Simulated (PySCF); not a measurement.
Excitation energy of Ca+ by level of theory

Ca+ [Ar] 4s1 (2S) → Ca+ [Ar] 3d1 (2D), as a difference of total energies. All numbers are calculated (PySCF 2.14, the spin-free X2C one-electron Hamiltonian (Gaussian nucleus), in aug-cc-pwCVQZ-X2C (11s10p8d6f3g, 150 functions)). Correlated levels: valence and next inner shell: [Ne] frozen; nothing frozen. The calculations carry no spin-orbit coupling.

| method | excitation energy (eV) | error (eV) |
| --- | --- | --- |
| UHF | 1.997 | +0.300 |
| LDA | 1.259 | -0.438 |
| PBE | 1.171 | -0.526 |
| PBE0 | 1.264 | -0.433 |
| r2SCAN | 1.103 | -0.594 |
| MP2 (valence and next inner shell) | 1.838 | +0.141 |
| SCS-MP2 (valence and next inner shell) | 1.832 | +0.135 |
| MP2 (all electrons) | 1.842 | +0.145 |
| SCS-MP2 (all electrons) | 1.837 | +0.140 |

Reference: 1.697 eV (measured; NIST levels, between the centres of gravity of the two terms).
